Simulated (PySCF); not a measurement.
Structure revision by computed shifts

A compound C$_{4}$H$_{2}$F$_{3}$N gives the data below (simulated from a calculation) and was assigned the structure `N#C[C@@]1(F)[C@H](F)[C@@H]1F`.

13C{1H} NMR (computed): δ 151.9 (C, ddd, J = 331.5, 22.3, 11.4 Hz), 147.8 (CH, ddd, J = 341.8, 8.8, 7.2 Hz), 118.7 (C, dd, J = 30.7, 2.7 Hz), 77.7 (CH, dd, J = 243.2, 35.9 Hz).

1H NMR (300 MHz, computed): δ 7.08 (m, 1H), 5.76 (dtd, J = 49.4, 5.9, 1.6 Hz, 1H).

PySCF 2.14.0 with density-fitted response routines calculation with couplings computed with B3LYP/pcJ-1 (spin–dipole term only in couplings to heteroatoms), shieldings: GIAO PBE0/pcSseg-1 and geometry: GFN2-xTB; no solvent model, no relativistic terms, one computed conformer.

Chemical shifts δ = σref − σ; 1H (σref 31.72) and 13C (σref 186.93) vs TMS, all at this level.

Q: Compare with the shifts computed for the proposed structure, pairing carbons in order of shift.

A: Atoms are numbered as in `[N:1]#[C:2][C@@:3]1([F:4])[C@H:5]([F:6])[C@@H:7]1[F:8]`. Each H is labelled by its parent atom.

```json
{"atom": "C2", "computed for proposal": "119.2", "given list": "151.9", "difference": "-32.7"}
{"atom": "C5", "computed for proposal": "73.5", "given list": "147.8", "difference": "-74.3"}
{"atom": "C7", "computed for proposal": "73.5", "given list": "118.7", "difference": "-45.2"}
{"atom": "C3", "computed for proposal": "62.7", "given list": "77.7", "difference": "-15.0"}
```

The rms difference is 47.1 ppm and the largest -74.3 ppm at C5 (three-membered-ring carbon). The proposal also would give 3 carbon signals, not 4. The carbon types in order of shift don't match either: C, CH, CH, C for the proposal against C, CH, C, CH in the data. The proposal doesn't fit.

Q: Which isomer fits?

A: `N#C[C@@H](F)/C(F)=C/F`.

1. Carbon types of the structure: 2 × C, 2 × CH, which accounts for all hydrogens.
2. δC 151.9: fully substituted alkene carbon; an sp2 carbon of a C=C bond.
3. δC 147.8: alkene CH; the olefinic region.
4. δC 118.7: nitrile carbon; this is the usual window of a C≡N carbon, which has no attached hydrogen.
5. δC 77.7: allylic sp3 CH bonded to F; the inductive effect lowers its shielding.

The shifts were computed for this structure.

C–F couplings over four or more bonds (about 3 Hz to the para carbon of a fluoroarene) are left out. Common functionals overestimate the size of one-bond C–F couplings by tens of Hz; these are unscaled. Splittings below 1 Hz are ignored in the labels, and close J values are merged. Shifts are as computed. Against solution values, carbons near 30 ppm lie about +3 ppm off and those near 130 ppm about +5 ppm. Of 1211 compounds with measured shifts, 218 miss one by over three times the rms of a fit or turn the order of signals round; such compounds aren't used in these exercises. Vicinal couplings across rotatable single bonds and in flexible rings belong to the one computed conformer; a conformer average would change them.
